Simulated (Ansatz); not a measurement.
The first iterations of a band of ClH + F2GeH2 (7 atoms, charge 0, multiplicity 1).

Method: Ansatz, RKS PBE-D4/def2-SVPD.

```json
{
  "movable images": "9",
  "climbing image": "yes",
  "spring": "5.0 eV/Å²",
  "optimiser": "quadratic models (default)",
  "start path": "through a guess of the saddle point",
  "force threshold": "0.05 eV/Å",
  "iteration limit": "60",
  "end points": "relaxed"
}
```

Image 0:

```xyz
7
Properties=species:S:1:pos:R:3
Ge 0.317 -0.200 0.025
H 0.877 -0.464 1.432
F 1.646 0.348 -0.995
F -0.725 1.247 0.148
H -0.479 -1.255 -0.760
Cl -2.775 -0.247 1.925
H -2.169 0.688 1.228
```

Image 10:

```xyz
7
Properties=species:S:1:pos:R:3
Ge -0.701 0.399 -0.366
H 0.539 -1.106 2.214
F 0.853 0.963 0.217
F -0.945 1.238 -1.886
H -0.677 -1.117 -0.595
Cl -2.214 1.078 1.000
H -0.164 -1.340 2.416
```

| iteration | highest image above the first end (eV) | largest band force component (eV/Å) |
| --- | --- | --- |
| 1 | 3.297 | 8.900 |
| 2 | 1.867 | 3.637 |
| 3 | 1.540 | 1.843 |
| 4 | 2.078 | 10.375 |
| 5 | 1.473 | 5.369 |

Question: Does the band converge within its limit, and where does its top end?

Answer: The run converged. It ended after 16 iterations with the highest image 1.497 eV above the first end. A vibrational analysis at the climbing image gives one clearly imaginary mode, 873i cm⁻¹: a first-order saddle point. The orbitals stay closed-shell, which can raise the energy where a bond breaks towards radicals; this wasn't checked here.

Run time: 2.2 min on 4 threads of Intel(R) Xeon(R) Platinum 8488C (Sapphire Rapids), with other jobs on the host, peak memory 0.22 GiB.
